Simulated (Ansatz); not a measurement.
Ligand exchange: CH4 + C3H7I → HI + C4H10

Species: CH4 (methane) `C`, singlet; C3H7I `CCCI`, singlet; HI (hydrogen iodide), singlet; C4H10 (butane) `CCCC`, singlet. The partners trade CH3 for I: H–CH3 and C–I bonds give way to H–I and C–CH3.

Shapes, held fixed at every level: PBE0-D4/def2-TZVP. Flexible molecules stand in one conformer, not always the lowest. Programs: Ansatz 0.2.0. Electronic energies: no zero-point or thermal term.

```csv
level,kind,ΔE (kJ/mol),less CCSD(T)/def2-TZVPP,CPU time (sum over the molecules)
HF/def2-TZVPP,Hartree–Fock,-1.0,-9.7,–
PBE-D4/def2-TZVPP,GGA,+13.0,+4.3,15 s
B3LYP-D4/def2-TZVPP,global hybrid,+12.6,+3.9,24 s
PBE0-D4/def2-TZVPP,global hybrid,+8.5,-0.2,15 s
wB97M-V/def2-TZVPP,range-separated hybrid,+7.3,-1.4,53 s
B2PLYP/def2-TZVPP,double hybrid,+10.7,+2.0,30 s
MP2/def2-TZVPP,perturbation theory,+16.0,+7.3,–
CCSD(T)/def2-TZVPP,coupled cluster or CI,+8.7,0.0,6 min
```

The highest level, CCSD(T)/def2-TZVPP, gives ΔE = +8.7 kJ/mol; the levels span -1.0 to +16.0. They disagree on the sign: 7 of 8 are positive. The column of differences is taken from that level and isn't an error. No measured value is set beside it here. For atoms past krypton def2 sets carry core potentials with scalar relativity. Outer-core shells of I are correlated, in sets that cover them unevenly. Times are processor times on shared x86 and Arm servers, and rough.
